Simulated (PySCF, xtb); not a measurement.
GeH4, SMILES [GeH4].

Harmonic wavenumbers (cm⁻¹) from GFN2-xTB (xtb 6.7.1) at its own minimum, in rising order: 766, 766, 766, 913, 914, 2058, 2167, 2167, 2167.

Q: What does ωB97X-D3(BJ)/def2-TZVPD (PySCF) give at its own minimum? (Estimate from the structure and the level; the computed values follow.)

A: 843, 843, 843, 941, 941, 2196, 2196, 2196, 2201. Paired by order, the mean absolute difference is 58 cm⁻¹ and the zero-point energies are 18.1 and 18.9 kcal/mol.
